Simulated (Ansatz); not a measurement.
Start from `COC(Cl)Cl` and change one atom or group to get `N[SiH2]C(Cl)Cl`.

Ansatz, PBE0-D4/def2-TZVP geometries, multiplicity 1. Each molecule was computed in one conformer, which needn't be the lowest.

```csv
property,`COC(Cl)Cl`
LUMO energy (B3LYP/def2-TZVPP) / eV,-0.31
LUMO energy (PBE/def2-TZVPP) / eV,-1.10
size of the dipole moment (PBE/def2-TZVPP) / D,2.59
LUMO energy (ωB97M-V/def2-TZVPP) / eV,2.09
HOMO–LUMO gap (PBE/def2-TZVPP) / eV,6.00
HOMO energy (B3LYP/def2-TZVPP) / eV,-8.35
```

Q: What does the change do to each property? (Best estimate.)

A: Computed: 
```csv
property,`N[SiH2]C(Cl)Cl`,shift
LUMO energy (B3LYP/def2-TZVPP) / eV,-0.36,-0.05
LUMO energy (PBE/def2-TZVPP) / eV,-1.15,-0.05
size of the dipole moment (PBE/def2-TZVPP) / D,2.58,-0.01
LUMO energy (ωB97M-V/def2-TZVPP) / eV,1.76,-0.33
HOMO–LUMO gap (PBE/def2-TZVPP) / eV,5.06,-0.94
HOMO energy (B3LYP/def2-TZVPP) / eV,-7.36,0.99
```

With PBE0 the HOMO rises by 1.04 eV and the LUMO falls by 0.08 eV, so the gap narrows by about 1.12 eV. PBE moves the HOMO by 0.89 eV and ωB97M-V by 1.08 eV. Dipoles are sizes alone; their direction can turn.

Positive LUMOs are unbound, so they and the gaps depend on the basis.

B3LYP here is the variant with VWN-RPA as its local correlation; programs differ in this.
